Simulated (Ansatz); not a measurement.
Frontier orbitals of `C[O][Sn]([SH])([SH])[O]C`.

The species carries charge 0 and has multiplicity 1. Correlated methods freeze the filled d shell of Sn. Sn takes the def2 core potential. The geometry is a stationary point of PBE0-D4/def2-TZVP. It is one conformer, not always the lowest. Basis def2-TZVPP, Ansatz 0.2.0.

```tsv
functional	HOMO (eV)	LUMO (eV)	gap (eV)
PBE	-6.37	-2.57	3.80
B97M-V	-6.84	-2.28	4.56
PBE0	-7.81	-1.66	6.15
BHLYP	-8.93	-0.67	8.26
LC-ωPBE	-10.57	0.57	11.14
ωB97X-V	-10.20	0.45	10.65
ωB97M-V	-10.03	0.30	10.33
```

Against PBE, PBE0 changes HOMO and LUMO by −1.44 and +0.91 eV, ωB97M-V by −3.66 and +2.87 eV. A gap of 3.81 eV thus becomes 10.33 eV for the same molecule, so an orbital gap means little without its functional. A positive LUMO is unbound and depends on the basis.

LC-ωPBE has ω = 0.4 bohr⁻¹.
